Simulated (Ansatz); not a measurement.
Basis sets compared for the cluster Ga7⁻. Charge -1, multiplicity 1. Geometry PBE0-D4/def2-SVPD. Ansatz on 4 threads of AMD EPYC 7R43 on a shared host; times are rough, and most runs start from earlier orbitals.

```xyz
7

Ga    0.454    1.675    1.498
Ga    0.831   -1.420   -2.038
Ga    1.685   -0.452    0.609
Ga   -1.492    0.120   -1.089
Ga    0.611    1.360   -1.092
Ga   -0.415   -1.696    0.611
Ga   -1.674    0.414    1.501
```

The structure comes from a short search, and lower isomers may exist.

| level | functions | energy (Eh) | HOMO (eV) | LUMO (eV) | wall time |
| --- | --- | --- | --- | --- | --- |
| PBE-D4/def2-SVP | 224 | -13470.4899 | -0.30 | 0.48 | 4.5 s |
| PBE0-D4/def2-SVP | 224 | -13470.7265 | -0.96 | 0.96 | 18 s |

Q: Estimate the rows for PBE-D4/def2-SVPD, PBE0-D4/def2-SVPD.

A: 
| level | functions | energy (Eh) | HOMO (eV) | LUMO (eV) | wall time |
| --- | --- | --- | --- | --- | --- |
| PBE-D4/def2-SVPD | 266 | -13470.4956 | -0.37 | 0.42 | 7.5 s |
| PBE0-D4/def2-SVPD | 266 | -13470.7314 | -0.98 | 0.92 | 21 s |
